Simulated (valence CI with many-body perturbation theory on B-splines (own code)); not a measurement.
The numbers below are computed, except where a source is named.
Hyperfine factors and g values of La⁴²⁺

Level of theory: configuration interaction combined with many-body perturbation theory (CI+MBPT): five valence electrons over a frozen Dirac-Fock core [Ne], a basis of 9 s, 9 p, 8 d, 6 f, 3 g, 1 h functions for each j, with the one-electron correlation potential Σ1 (screened to all orders), the two-electron term Σ2, the three-electron term Σ3, Breit, model QED; selected single and double excitations, second order for the rest (own B-spline code, finite nucleus).

The last digits are not significant, and no measured levels were compared; by estimate large intervals hold to a few tenths of a per cent, small ones and those within an open d or f shell to about a per cent. Among the levels kept, up to 630 cm⁻¹ of a level comes from second order outside the variational space, and about a tenth of that is noise between levels of different J, which matters for small intervals.

A/g_I is the dipole constant over the nuclear g factor μ/I (μ in nuclear magnetons, uniformly magnetised nucleus), B/Q the quadrupole constant per barn. Both hold the static response of the core; the bare values leave it out. Large factors of s and p1/2 electrons are usually good to 5 to 10 %; those of open d and f shells near neutrality can be off by tens of per cent, and small factors of p3/2, d and f electrons come from cancelling terms and can be off by a factor of two or in sign, in half-filled shells by more. B is blank for J = 1/2, where it vanishes, and for nearly pure S terms. Energies count from the lowest level.

Levels are named by their leading jj configuration (3d3/2^4 stands for four electrons in 3d with j = 3/2), which in mixed levels can hold well under half, so a name can repeat and another be missing. Letters in brackets count levels of one name in rising energy.

```
                             Level  E (× 10³ cm⁻¹)      g  A/g_I (MHz)  A/g_I bare  B/Q (MHz/b)  B/Q bare
        (3s^2 3p1/2^2 3p3/2) J=3/2            0.00  1.384        80200       80200       146000    143000
        (3s^2 3p1/2 3p3/2^2) J=3/2          753.84  1.443        -9120       -6950        26000     25600
        (3s^2 3p1/2 3p3/2^2) J=5/2          824.45  1.193       181000      178000         -495      -483
        (3s^2 3p1/2 3p3/2^2) J=1/2          911.72  0.656       566000      553000                       
        (3s^2 3p1/2^2 3d3/2) J=3/2          1316.5  0.782        40000       41200        16400     17600
        (3s^2 3p1/2^2 3d5/2) J=5/2          1539.4  1.286       102000      102000         -909       533
              (3s^2 3p3/2^3) J=3/2          1675.8  1.288        87900       87400      -171000   -168000
        (3s 3p1/2^2 3p3/2^2) J=5/2          1721.9  1.393       305000      299000        78000     77000
        (3s 3p1/2^2 3p3/2^2) J=1/2          1867.4  2.171      1510000     1470000                       
        (3s 3p1/2^2 3p3/2^2) J=3/2          1872.4  1.153      -171000     -164000       -34300    -33700
(3s^2 3p1/2 3p3/2 3d3/2) J=5/2 [a]          2064.4  0.958       138000      136000       -23900    -22800
(3s^2 3p1/2 3p3/2 3d3/2) J=3/2 [a]          2074.6  0.925       129000      128000       -98700    -97000
(3s^2 3p1/2 3p3/2 3d3/2) J=1/2 [a]          2078.6  0.215       204000      201000                       
    (3s^2 3p1/2 3p3/2 3d3/2) J=7/2          2132.9  1.061       132000      131000       134000    133000
(3s^2 3p1/2 3p3/2 3d5/2) J=7/2 [a]          2256.5  1.306       -14600      -12300       172000    171000
(3s^2 3p1/2 3p3/2 3d5/2) J=3/2 [a]          2271.1  1.436        31200       32800       -67900    -66500
(3s^2 3p1/2 3p3/2 3d3/2) J=5/2 [b]          2293.5  1.193        66000       66400        35300     35400
(3s^2 3p1/2 3p3/2 3d5/2) J=5/2 [a]          2321.4  1.215       143000      141000       -36200    -35400
    (3s^2 3p1/2 3p3/2 3d5/2) J=9/2          2331.0  1.201        98800       98200       143000    142000
(3s^2 3p1/2 3p3/2 3d3/2) J=3/2 [b]          2344.2  1.240         2200        4580         5920      5290
(3s^2 3p1/2 3p3/2 3d3/2) J=1/2 [b]          2346.1  1.652       385000      377000                       
(3s^2 3p1/2 3p3/2 3d5/2) J=7/2 [b]          2468.1  1.094       113000      111000        35800     36600
(3s^2 3p1/2 3p3/2 3d5/2) J=5/2 [b]          2484.7  1.196         3960        5500        42700     43200
(3s^2 3p1/2 3p3/2 3d5/2) J=3/2 [b]          2503.7  1.011       140000      138000         5440      5780
    (3s^2 3p1/2 3p3/2 3d5/2) J=1/2          2517.8  1.354      -205000     -198000                       
      (3s 3p1/2 3p3/2^3) J=3/2 [a]          2589.1  1.272       196000      193000      -121000   -119000
          (3s 3p1/2 3p3/2^3) J=5/2          2660.4  1.268       394000      385000      -177000   -174000
      (3s 3p1/2 3p3/2^3) J=3/2 [b]          2783.5  1.159       172000      169000        11100     11000
          (3s 3p1/2 3p3/2^3) J=1/2          2783.6  1.286      -294000     -284000                       
(3s 3p1/2^2 3p3/2 3d3/2) J=5/2 [a]          2972.6  1.314       289000      284000        40300     39300
(3s 3p1/2^2 3p3/2 3d3/2) J=3/2 [a]          2984.9  1.357       219000      216000        -4480     -5200
(3s 3p1/2^2 3p3/2 3d3/2) J=1/2 [a]          2991.5  2.616       908000      890000                       
    (3s 3p1/2^2 3p3/2 3d3/2) J=7/2          3015.5  1.336       278000      274000       117000    116000
        (3s^2 3p3/2^2 3d3/2) J=5/2          3078.3  1.191       116000      115000       -28900    -28800
        (3s^2 3p3/2^2 3d3/2) J=7/2          3082.5  1.225        59300       60100        37000     36700
        (3s^2 3p3/2^2 3d3/2) J=1/2          3088.1  1.359       -20500      -19500                       
    (3s^2 3p3/2^2 3d3/2) J=3/2 [a]          3088.2  1.179        39200       40400       -50700    -50600
        (3s^2 3p3/2^2 3d5/2) J=7/2          3115.6  1.121        55800       56100        15900     17600
(3s 3p1/2^2 3p3/2 3d3/2) J=3/2 [b]          3120.0  0.975        65800       66100       -87400    -85700
        (3s^2 3p3/2^2 3d5/2) J=9/2          3121.5  1.231        49800       50400        90800     91000
```

(1) Take the isotope of mass number 138, with I = 5, μ = 3.7084 μN and Q = 0.39 b. What is the hyperfine structure of (3s^2 3p1/2^2 3d5/2) J=5/2?

Results:

(1) From the table A = 75700 MHz, B = -354 MHz. Shifts from the centre of gravity in MHz: F = 5/2: -1140000, F = 7/2: -871000, F = 9/2: -530000, F = 11/2: -113000, F = 13/2: 379000, F = 15/2: 946000.
